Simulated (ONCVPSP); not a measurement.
u(r) = r·R(r): atom against pseudo-atom (Al)

Columns: radius, all-electron u(r) and pseudo u(r) of the 2p shell (level -90.26 eV) of aluminium in the configuration [He] 2s2 2p6 3s1; PBE, scalar-relativistic, ONCV scheme, ONCVPSP 4.0.1.

```csv
r (bohr),all-electron,pseudo
0.060,0.1707,0.0736
0.120,0.4762,0.2750
0.180,0.7632,0.5528
0.240,0.9833,0.8425
0.300,1.1291,1.0853
0.360,1.2092,1.2458
0.420,1.2363,1.3150
0.480,1.2238,1.3073
0.540,1.1837,1.2488
0.600,1.1253,1.1651
0.660,1.0557,1.0745
0.720,0.9801,0.9865
0.780,0.9024,0.9037
0.840,0.8253,0.8253
0.900,0.7506,0.7505
0.960,0.6794,0.6793
1.020,0.6126,0.6125
1.080,0.5505,0.5504
1.140,0.4933,0.4932
1.200,0.4409,0.4409
1.260,0.3932,0.3932
1.320,0.3500,0.3499
1.380,0.3109,0.3108
1.440,0.2758,0.2757
1.500,0.2442,0.2442
1.560,0.2160,0.2160
```

How many radial nodes do the two functions have?

The all-electron 2p function has n − l − 1 = 0; the pseudo-wave has 0.

At about which radius was the pseudo-wave matched?

0.90 bohr. The columns agree to 0.0005 from 0.84 bohr on; several derivatives are matched, so the curves merge somewhat inside the radius.

Where does each function peak?

Outermost all-electron maximum near 0.42 bohr, pseudo maximum near 0.42 bohr (to the table’s step).

Is the pseudo-wave norm-conserving?

Yes: the ONCV scheme keeps the norm inside the radius equal to the all-electron one, which fixes the energy derivative of the logarithmic derivative at the level.
